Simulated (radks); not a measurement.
Values are calculated unless marked as measured or tabulated.
Species: the strontium ion Sr10+. Configuration: [Ar] 3d10 (the NIST ground configuration).

Code: a radial shooting solver on a logarithmic mesh with Libxc functionals. Model: non-relativistic Kohn-Sham, LB94 model potential, spin-polarised, spherical densities, point nucleus; relativity is left out, which matters for an element this heavy.

Energy parts (eV):
part                   energy
kinetic             84600.835
electron-nucleus  -196368.401
Hartree             30021.346
(The LB94 potential has no energy functional, so no total or exchange-correlation energy is given.)

Orbitals (lengths in bohr, moments of r in powers of bohr; r(max) is where P^2 peaks; r(90%) holds 90 % of the orbital's charge):
[
 {"orbital": "1s", "occ.": "2", "eigenvalue (eV)": "-15905.59", "r(max)": "0.02655", "<1/r>": "37.53", "<r^4>": "0.00001175", "r(90%)": "0.0713"},
 {"orbital": "2s", "occ.": "2", "eigenvalue (eV)": "-2299.464", "r(max)": "0.1491", "<1/r>": "8.391", "<r^4>": "0.002288", "r(90%)": "0.272"},
 {"orbital": "2p", "occ.": "6", "eigenvalue (eV)": "-2116.741", "r(max)": "0.1175", "<1/r>": "8.396", "<r^4>": "0.001554", "r(90%)": "0.246"},
 {"orbital": "3s", "occ.": "2", "eigenvalue (eV)": "-512.7121", "r(max)": "0.4455", "<1/r>": "2.830", "<r^4>": "0.1285", "r(90%)": "0.742"},
 {"orbital": "3p", "occ.": "6", "eigenvalue (eV)": "-445.2179", "r(max)": "0.4339", "<1/r>": "2.742", "<r^4>": "0.1377", "r(90%)": "0.757"},
 {"orbital": "3d", "occ.": "10", "eigenvalue (eV)": "-322.7348", "r(max)": "0.3711", "<1/r>": "2.558", "<r^4>": "0.1559", "r(90%)": "0.781"},
 {"orbital": "4s", "occ.": "0", "eigenvalue (eV)": "-201.7473", "r(max)": "1.089", "<1/r>": "1.201", "<r^4>": "3.070", "r(90%)": "1.63"},
 {"orbital": "4p", "occ.": "0", "eigenvalue (eV)": "-179.9795", "r(max)": "1.136", "<1/r>": "1.140", "<r^4>": "3.773", "r(90%)": "1.72"}
]

The highest occupied level is 3d at -322.73 eV. For comparison, the ionisation energy in NIST's Atomic Spectra Database is 324.1 eV (measured). In exact Kohn-Sham theory the highest level is minus the ionisation energy, but local and semilocal functionals leave it too shallow, through self-interaction and a potential that decays too fast; potentials with the right tail come closer. The density falls to 0.001 e/bohr^3 at r = 1.62 bohr. The electron density at the nucleus is 3.801e+04 e/bohr^3.
